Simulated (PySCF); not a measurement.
C2H11FSi3, SMILES [SiH2](CC[SiH3])[SiH2]F.

Coordinates come from a PBE0-D3(BJ)/def2-SVP optimisation. This is a generated structure with no PubChem entry under its InChIKey; it may be hypothetical. One conformer was computed; it need not be the lowest.

Level of theory: CAM-B3LYP/def2-TZVP run with PySCF.

Gas-phase values at a fixed geometry.

Computed frontier levels, gap, dipole moment:
```yaml
highest_occupied_level: -9.39 eV
lowest_empty_level: 0.43 eV
orbital_gap: 9.82 eV
dipole_moment: 1.69 D
quadrupole, principal values (traceless, Buckingham form, about the centre of nuclear charge): -7.71, 2.11, 5.60 D·Å
```
